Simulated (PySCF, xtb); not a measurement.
CBr₃, SMILES Br[C+](Br)Br, charge +1.

Harmonic wavenumbers (cm⁻¹) from GFN2-xTB (xtb 6.7.1) at its own minimum, in rising order: 157, 157, 292, 357, 790, 791.

Q: What does B3LYP-D3(BJ)/def2-SVP (PySCF 2.14.0) give at its own minimum? (The exact figures need the calculation; the answer reports its results.)

A: 182, 182, 320, 434, 881, 881. Paired by order, the mean absolute difference is 56 cm⁻¹ and the zero-point energies are 3.6 and 4.1 kcal/mol.
